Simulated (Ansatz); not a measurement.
**Which is lower?**

The two ends of one reaction step of CH9GeN, singlet (PBE0-D4/def2-TZVP).

A:

```
12
angstrom
Ge -0.8395 0.7246 0.0525
H 1.0608 -2.8004 -1.1008
H -2.1111 -0.0949 -0.2345
H -1.2458 2.2053 0.2706
C 0.1232 0.0675 1.6101
H 0.9136 -2.0754 -1.2249
N 0.2594 0.4756 -1.4133
H -0.4914 0.1552 2.5072
H 0.3920 -0.9789 1.4630
H 1.0366 0.6455 1.7612
H -0.1997 0.6404 -2.2991
H 1.1016 1.0355 -1.3921
```

B:

```xyz
12
angstrom
Ge -1.3067 -0.5118 0.4302
H -0.9115 -1.6001 -0.5860
H -2.5271 -1.0321 1.2195
H -1.7547 0.7397 -0.3483
C 0.1699 -0.1017 1.6324
H 1.1008 -0.2603 -2.2134
N 1.2129 0.6058 -1.7006
H -0.1246 0.6657 2.3494
H 0.4738 -0.9944 2.1806
H 1.0042 0.2601 1.0317
H 0.5324 1.2585 -2.0701
H 2.1304 0.9704 -1.9256
```

Ansatz 0.2.0; basis: def2-TZVPP; cores frozen in the correlated methods. Filled d shells of the heavier atoms are correlated. The def2 sets are not built for correlating such inner shells, so the correlated values are less sure here. B3LYP uses VWN-RPA correlation.

Q: Which structure is lower at CCSD(T), and by how much? (An estimate is asked for; the value comes from the calculation.)

A: By the calculation: B, by 0.254 eV (electronic energy, against the other). By their contacts, A is a complex of CH₇GeN ([CH3][GeH2][NH2]) + H₂ and B is a complex of CH₆Ge ([CH3][GeH3]) + NH₃.

All methods give the same order:

```
      method  E(B) − E(A) (eV)
       SPW92            -0.320
      PBE-D4            -0.277
     BLYP-D4            -0.243
   r2SCAN-D4            -0.265
      B97M-V            -0.356
     PBE0-D4            -0.302
    B3LYP-D4            -0.277
  r2SCAN0-D4            -0.290
    BHLYP-D4            -0.304
CAM-B3LYP-D4            -0.296
     wB97X-V            -0.275
     wB97M-V            -0.285
      B2PLYP            -0.263
    PBE-QIDH            -0.269
  RPA on PBE            -0.250
          HF            -0.350
         MP2            -0.190
        CCSD            -0.283
     CCSD(T)            -0.254
```

T1 diagnostic: at most 0.010.

Labels in which every atom is bracketed show which atoms are joined, not bond orders.

For scale, one of the runs: CCSD(T)/def2-TZVPP, 236 basis functions (an equivalent command: `ansatz run in.yaml --threads 4`). Hardware: 4 CPU threads, shared host. Wall time 85 s; peak host memory 4.4 GiB.
